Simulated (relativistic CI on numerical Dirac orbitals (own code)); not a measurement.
# Re²⁺: 4f photoemission

Computed with this model: Dirac-Coulomb-Breit CI, KLI orbitals optimised for each configuration, a model potential for QED, valence Slater integrals scaled by 0.8, multiplet model of photoemission in the sudden approximation; configurations [Xe] 4f14 5d5 → [Xe] 4f13 5d5; 300 K; Lorentzian 0.25 eV and Gaussian 0.5 eV FWHM. Energies are those of the free ion, without screening or charge transfer. The energies are binding energies and can lie tens of eV above those of solids. S is read from ⟨S²⟩ = S(S + 1).

Field parameters in Wybourne normalisation: D4h B²₀ = −7Ds, B⁴₀ = 21(Dq − Dt), B⁴₄ = 21√(5/14) Dq. The field is a parameter set, without covalency.

Computed curve for D4h, 10Dq = 19700, Ds = 880, Dt = 100 cm⁻¹, scaled to 100 at the maximum (points under 2 are left out and the grid is thinned):

```csv
Energy (eV),Intensity
64.4,2.1
64.5,2.5
64.6,2.9
64.7,3.5
64.8,4.3
65.0,7.6
65.1,10.9
65.2,16.5
65.3,25.6
65.4,39.1
65.5,56.6
65.6,75.7
65.7,91.8
65.8,100.0
65.9,97.7
66.1,68.7
66.2,50.9
66.3,36.1
66.4,25.9
66.5,19.8
66.6,16.8
66.7,15.7
66.8,15.6
66.9,15.7
67.0,15.7
67.2,14.7
67.3,14.1
67.4,13.9
67.5,14.2
67.6,15.1
67.7,16.5
67.8,18.6
67.9,21.6
68.0,25.5
68.1,30.1
68.3,40.1
68.4,44.7
68.5,48.3
68.6,50.1
68.7,49.4
68.8,46.1
68.9,40.8
69.0,34.9
69.1,29.1
69.2,24.3
69.4,17.3
69.5,14.8
69.6,12.8
69.7,11.1
69.8,9.6
69.9,8.3
70.0,7.1
70.1,6.0
70.2,5.0
70.3,4.2
70.5,3.1
70.6,2.7
70.7,2.5
70.8,2.2
70.9,2.1
```

The ground state has S = 0.73, and the centroid lies at 67.16 eV.
